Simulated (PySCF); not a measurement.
# How methods differ on the excitation energy of As

As [Ar] 3d10 4s2 4p3 (4S) → As [Ar] 3d10 4s1 4p4 (4P), as a difference of total energies. Calculation: PySCF 2.14, in def2-QZVPPD (12s7p5d4f1g, 95 functions); the non-relativistic Hamiltonian (point nucleus). Correlated levels: valence: [Ar] 3d10 frozen. The calculations carry no spin-orbit coupling.

```json
{"method": "UHF", "excitation energy (eV)": "8.148"}
{"method": "MP2 (valence)", "excitation energy (eV)": "8.264"}
{"method": "SCS-MP2 (valence)", "excitation energy (eV)": "8.287"}
{"method": "CCSD (valence)", "excitation energy (eV)": "7.808"}
{"method": "CCSD(T) (valence)", "excitation energy (eV)": "7.613"}
```

How much does correlation contribute at CCSD(T) (valence)?

7.613 − (8.148) = -0.535 eV, measured against UHF.

A first-order spin-orbit estimate (lowest level to lowest level, LS coupling) adds -0.084 eV.

The coupled-cluster amplitudes are large for the upper state (T1 above 0.03 or a double amplitude above 0.15), so a single reference is strained.
